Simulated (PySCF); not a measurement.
Computed IR spectrum (relative IR intensity) of a molecule C₄H₁₀S. Geometry optimised at PBE0-D3(BJ)/def2-SVP. Other conformers were not sampled. Computed with PBE0-D3(BJ)/def2-SVP run with PySCF. Frequencies are harmonic and unscaled.

| ν (cm⁻¹) | relative intensity |
|---|---|
| 90 | 2.5 |
| 304 | 2.3 |
| 388 | 2.3 |
| 678 | 2.6 |
| 764 | 8.6 |
| 790 | 9.0 |
| 992 | 12 |
| 1005 | 8.7 |
| 1103 | 10.0 |
| 1250 | 2.3 |
| 1263 | 11 |
| 1281 | 47 |
| 1296 | 15 |
| 1389 | 9.9 |
| 1392 | 12 |
| 1440 | 12 |
| 1461 | 29 |
| 1464 | 11 |
| 1472 | 8.6 |
| 1476 | 8.4 |
| 3054 | 27 |
| 3058 | 100 |
| 3066 | 35 |
| 3118 | 15 |
| 3128 | 4.4 |
| 3146 | 36 |
| 3157 | 24 |
| 3159 | 30 |
| 3164 | 28 |

Task: Which structure fits?
A. CSC(C)C
B. CCSCC
C. CC(C)CS
D. CCCSC

Result: B, CCSCC
